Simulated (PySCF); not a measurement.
C6H9FSi.
SMILES with atom numbers: `[CH3:1][C:2]#[C:3][Si@H:4]1[CH2:5][C@H:6]([F:7])[CH2:8]1`

Geometry (GFN2-xTB, Å), atoms numbered from 1 in this order:
```xyz
17
C6H9FSi angstrom
C      3.714    0.445    0.122
C      2.356    0.039   -0.151
C      1.219   -0.297   -0.375
Si    -0.511   -0.816   -0.726
C     -1.596   -0.991    0.843
C     -2.206    0.393    0.585
F     -3.582    0.403    0.712
C     -1.742    0.645   -0.855
H      4.369    0.114   -0.683
H      4.053    0.004    1.059
H      3.769    1.530    0.201
H     -0.578   -1.871   -1.738
H     -1.130   -1.094    1.819
H     -2.364   -1.757    0.758
H     -1.837    1.150    1.283
H     -2.563    0.462   -1.546
H     -1.376    1.653   -1.033
```

Probes without a nucleus sit at each ring's centroid and 1 Å off its mean plane on both sides; NICS is minus the shielding there, NICSzz its component along the normal. Level: GIAO PBE0/pcSseg-1 (PySCF, non-relativistic, gas phase) on the GFN2-xTB geometry, one conformer.

Ring bond lengths (Å), with Mayer bond orders in brackets: Si4–C5 1.916 (0.91), C5–C6 1.534 (1.00), C6–C8 1.533 (1.00), C8–Si4 1.915 (0.91).

Q: Give the NICS values of each ring in ppm.

A: 
```json
{"ring": "Si4–C5–C6–C8", "type": "4-membered ring with Si; formal bonds all single", "NICS(0)": "-0.3", "NICS(1), two faces": "-1.0 / -2.4", "NICS(1)zz, two faces": "5.2 / 1.6", "rms pucker (Å)": "0.09", "centre to ring atoms, mean (Å)": "1.21"}
```

Q: What do they say, and how far can they be read as aromaticity?

A: 
- Si4–C5–C6–C8: mean NICS(1)zz 3.4 ppm, deshielded. Si4, C5, C6, C8 have four or more neighbours, and the NICS criterion for π rings isn't applied. The two faces differ by 3.6 ppm, so no symmetry operation interchanges them.

Q: What field does 9.4 T along the ring normal induce along that normal at the second NICS(1) probe listed for ring Si4–C5–C6–C8, 1 Å off the ring?

A: NICSzz × B0 = 1.6 ppm × 9.4 T = 15 μT, along the applied field.

Q: Give the inner angles of the rings and the Hirshfeld charges of the ring atoms.

A: 
- Si4–C5–C6–C8: Si4 76.1° (+0.385 e), C5 90.3° (-0.175 e), C6 100.7° (+0.063 e), C8 90.3° (-0.175 e); sum 357.5° against 360° for a flat convex ring.

Q: What are the shieldings of the ring atoms and their hydrogens in the same run (means over atoms taken as equivalent)?

A: 
```tsv
atoms	environment	σ isotropic (ppm)
Si4	SiH silicon	412.6
C5 (×2)	sp3 carbon bound to silicon	159.0
C6	sp3 C–F carbon	96.5
H12	Si–H hydrogen	26.73
H13 (×2)	methylene hydrogen	29.66
H14 (×2)	methylene hydrogen	29.80
H15	methine hydrogen	26.32
```
